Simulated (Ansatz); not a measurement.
```yaml
crystal:
  periodic: [false, false, false]
  atoms:
    - {symbol: Ge, position_ang: [1.583038, 0.210621, 1.228989]}
    - {symbol: Ge, position_ang: [0.282239, 2.067905, -0.281771]}
    - {symbol: Ge, position_ang: [-1.644048, -0.267939, -1.463241]}
    - {symbol: Ge, position_ang: [0.212507, -2.025495, 0.518271]}
    - {symbol: Ge, position_ang: [0.778600, -0.233836, -1.148701]}
    - {symbol: Sn, position_ang: [-1.212346, 0.248744, 1.146454]}
basis:
  gaussian: {orbitals: def2-TZVP, initial_orbitals: start.molden}
hamiltonian: {xc: {name: wB97M-V}}
scf: {omitted_lower_state_checks: [starts]}
output: {orbitals: {seedname: orbitals}}
```

The file start.molden holds the orbitals of an earlier run on this structure, at another level or in another basis.

```sh
$ ansatz run in.yaml --threads 4 --pin off --events-out ev --progress --plain --max-ram 4787MiB
```

(1) Does this run fit into the memory that it is given?

## Answers

(1) No. It has 290 basis functions, and Ansatz plans for 4.78 GiB where 4.67 GiB are given.
